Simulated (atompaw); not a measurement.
Before and after: PAW (atompaw) potential for K

```
Element                 : K
Generator               : atompaw 4.2.0.5
Type                    : PAW
Functional              : PBE
Relativity              : scalar-relativistic
Frozen core             : [Ne] 3s2
Valence charge          : 7
Reference configuration : 3p6 4s1 4p0
Partial waves           : 4s (bound): rc 3.00 bohr; 4s channel at 3.35 Ry: rc 3.00 bohr; 3p (bound): rc 1.75 bohr; 4p (bound, empty): rc 2.60 bohr; 3d channel at -0.15 Ry: rc 2.85 bohr
Local potential         : bessel scheme, radius 2.20 bohr
Core correction         : smooth core density matched at 1.55 bohr
Augmentation charge     : sinc compensation charge, radius 2.80 bohr; PAW radius 3.00 bohr; waves and projectors: custom rrkj gramschmidtortho
```

Change: reference 3p6 3d0.5 4s0.5 4p0; added wave 3d (bound): rc 3.00 bohr; added wave 3d channel at 1.45 Ry: rc 3.00 bohr; removed wave 3d channel at -0.15 Ry: rc 2.85 bohr.

Cutoffs: the cutoffs (Ry, on a coarse ladder) from which the occupation-weighted sum of valence levels, in a spherical-Bessel basis at the reference potential, stays within 10 and 1 mRy of its value at 400 Ry; they do not see the model core or the augmentation charge, which bear on the density cutoff.

What does the change do?

The potential gets neither clearly harder nor softer (25 Ry and 40 Ry → 25 Ry and 40 Ry); the bound ghost in s disappears; the range in which the s phases agree widens (upper end 0.1 → 3.1); the range in which the d phases agree widens (upper end 0.1 → 1.9).

| quantity | base | changed |
| --- | --- | --- |
| cutoff, loose | 25 Ry | 25 Ry |
| cutoff, tight | 40 Ry | 40 Ry |
| bound ghosts | s | none |
| s: phases at 3.01 bohr within 0.05 rad from the reference energy up to (Ry; the scan ends near 5) | 0.1 | 3.1 |
| p: phases at 3.01 bohr within 0.05 rad from the reference energy up to (Ry; the scan ends near 5) | 4.1 | 4.0 |
| d: phases at 3.01 bohr within 0.05 rad from the reference energy up to (Ry; the scan ends near 5) | 0.1 | 1.9 |
| lowest overlap eigenvalue by channel | s 0.05, p 0.03, d 1.00 | s 1.00, p 0.03, d 0.91 |

 A true bound ghost makes a file unfit for plane-wave use even where its test errors are small: the radial tests pick states by their node count and pass the ghost by. The cutoffs see the waves, projectors and local potential, not the compensation charge or the core.
